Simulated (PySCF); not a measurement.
# C₆ coefficients of unlike pairs at PBE

Calculated with PySCF 2.14 from the dipole response of each species, C₆(A,B) = (3/π) ∫ α_A(iu) α_B(iu) du, in atomic units, from isotropic polarisabilities. For ions this is the dispersion term alone; charge-induced terms of lower order in 1/R come first.

| species | configuration | basis | relativity | α (bohr³) | C₆ (like pair) |
| --- | --- | --- | --- | --- | --- |
| Li | [He] 2s1 (2S) | aug-cc-pCVDZ (5s4p2d) | none | 141.7 | 1115 |
| O³⁺ | [He] 2s2 2p1 (2P) | aug-cc-pVQZ (6s5p4d3f2g) | none | 1.351 | 1.261 |
| P | [Ne] 3s2 3p3 (4S) | aug-cc-pwCVTZ (8s7p5d3f) | none | 27.25 | 204.1 |
| Be | [He] 2s2 (1S) | aug-cc-pVQZ-DK (6s5p4d3f2g) | spin-free X2C | 42.89 | 257.2 |

Question: Estimate C₆ for Be with Li.

Answer: The integral gives 483.1. The combination rule 2 C_A C_B / (C_A α_B/α_A + C_B α_A/α_B) gives 482.9 and the geometric mean 535.4.

No spin-orbit coupling is included.

The other pairs:

```csv
pair,C₆
"P, O³⁺",14.47
"Be, O³⁺",13.47
"P, Li",356.3
"O³⁺, Li",19.71
"Be, P",216.3
```
